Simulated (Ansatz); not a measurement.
Ansatz (a program for electronic structure) job for C2H7S, SMILES [SH+](C)C, charge +1, CAM-B3LYP/def2-SVPD. The structure is a stationary point at B3LYP-D3(BJ)/def2-SVP. The isomer is the one that the SMILES or the coordinates give; other isomers of the formula were not compared.

Ansatz 0.2 input:
```yaml
crystal:
  periodic: [false, false, false]
  atoms:
    - {symbol: C, position_ang: [-0.02764595, 0.52223207, -1.43633622]}
    - {symbol: S, position_ang: [0.10465004, -0.59265948, -0.00000000]}
    - {symbol: C, position_ang: [-0.02764595, 0.52223207, 1.43633622]}
    - {symbol: H, position_ang: [-0.89454034, 1.18709532, -1.33221121]}
    - {symbol: H, position_ang: [-0.11140912, -0.11702002, -2.32624317]}
    - {symbol: H, position_ang: [0.91297870, 1.08893534, -1.47358600]}
    - {symbol: H, position_ang: [-1.15670766, -1.10225445, -0.00000000]}
    - {symbol: H, position_ang: [-0.89454034, 1.18709531, 1.33221121]}
    - {symbol: H, position_ang: [-0.11140912, -0.11702003, 2.32624317]}
    - {symbol: H, position_ang: [0.91297870, 1.08893533, 1.47358599]}
basis:
  gaussian:
    orbitals: def2-SVPD
hamiltonian:
  xc: {name: CAM-B3LYP}
total_charge: 1
```

Log of the run:

```
WARN ansatz: RAYON_NUM_THREADS=1 ignored (pool sized by the plan → 1); use --threads N
Functional definition: CAM-B3LYP
integrals: 0.06 GiB planned
1061 factors; their error is unknown
integrals: 0.09 GiB planned
457 factors; integrals over basis functions are off by at most 1.2e-5 eV
mean field: 0.56 GiB planned
mean field evaluation 1: about -13003.4369 eV, gradient 5.3e1 eV
mean field evaluation 2: about -13004.7083 eV, gradient 4.6e1 eV
mean field evaluation 4: about -13010.0331 eV, gradient 7.4e-1 eV
mean field evaluation 8: about -13010.0709 eV, gradient 1.6e-1 eV
mean field evaluation 16: about -13010.0710 eV, gradient 4.3e-5 eV
mean field -13010.07098830 eV, -478.1112902771 hartree, gradient 4.3e-5 eV, S^2 0.000000; 0 other end points of the search recorded, 0 dependent functions left out
reference -13010.07111941 eV, -478.1112950953 hartree; 17, 17 occupied and 106, 106 virtual orbitals, 1061 factors
Total energy: -13010.07111941 eV, -478.1112950953 hartree
```

The calculation finished and met its thresholds.

Cost: around 2.6 core-seconds (rough).
